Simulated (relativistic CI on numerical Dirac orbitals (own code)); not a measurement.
# Slater and spin-orbit integrals, Pm XXIV

Calculated at this level of theory: Dirac-Coulomb-Breit CI, KLI orbitals optimised for each configuration, QED by a radiative potential, unscaled Slater integrals (own radial code, finite nucleus).

Slater integrals F^k, G^k are unscaled and averaged over j, outside the closed core [Ar] 3d10; ζ comes from projecting the Hamiltonian with its Breit term on Σ l·s of the shell.

- 4s2.4p6.4d2: F^2(4d,4d) = 173290, F^4(4d,4d) = 117830, ζ(4d) = 19472 cm⁻¹; <r>(4d) = 0.5832, <r^2>(4d) = 0.3884 (bohr units).
- 4s2.4p5.4d3: ζ(4p) = 162900, F^2(4d,4d) = 173280, F^4(4d,4d) = 117820, F^2(4p,4d) = 176320, G^1(4p,4d) = 221210, G^3(4p,4d) = 141010, ζ(4d) = 19389 cm⁻¹; <r>(4p) = 0.5689, <r^2>(4p) = 0.3657, <r>(4d) = 0.5832, <r^2>(4d) = 0.3884 (bohr units).
- 4s2.4p6.4d.4f: ζ(4d) = 19472, F^2(4d,4f) = 172170, F^4(4d,4f) = 112850, G^1(4d,4f) = 187060, G^3(4d,4f) = 126370, G^5(4d,4f) = 92122, ζ(4f) = 2382.7 cm⁻¹; <r>(4d) = 0.5836, <r^2>(4d) = 0.3889, <r>(4f) = 0.5728, <r^2>(4f) = 0.3738 (bohr units).

(1) Give the Racah parameters of the d shell in 4s2.4p6.4d2.

Averages of the first 10 configurations, taken without configuration mixing, which lowers the lowest level and can move excited configurations by several eV; other configurations of the list can lie among them:

```json
{"Configuration": "4s2.4p6.4d2", "Parity": "even", "States": "45", "Average energy above the lowest level (eV)": "12.1"}
{"Configuration": "4s2.4p5.4d3", "Parity": "odd", "States": "720", "Average energy above the lowest level (eV)": "138.9"}
{"Configuration": "4s2.4p6.4d.4f", "Parity": "odd", "States": "140", "Average energy above the lowest level (eV)": "149.6"}
{"Configuration": "4s.4p6.4d3", "Parity": "even", "States": "240", "Average energy above the lowest level (eV)": "235.3"}
{"Configuration": "4s2.4p5.4d2.4f", "Parity": "even", "States": "3780", "Average energy above the lowest level (eV)": "274.6"}
{"Configuration": "4s.4p6.4d2.4f", "Parity": "odd", "States": "1260", "Average energy above the lowest level (eV)": "371.2"}
{"Configuration": "4s2.4p6.4d.5s", "Parity": "even", "States": "20", "Average energy above the lowest level (eV)": "234.2"}
{"Configuration": "4s2.4p6.4d.5p", "Parity": "odd", "States": "60", "Average energy above the lowest level (eV)": "271.8"}
{"Configuration": "4s2.4p6.4f.5s", "Parity": "odd", "States": "28", "Average energy above the lowest level (eV)": "372.1"}
{"Configuration": "4s2.4p6.4f2", "Parity": "even", "States": "91", "Average energy above the lowest level (eV)": "288.9"}
```

Answers

(1) B = F²/49 − 5F⁴/441 = 2201 cm⁻¹ and C = 35F⁴/441 = 9351 cm⁻¹.
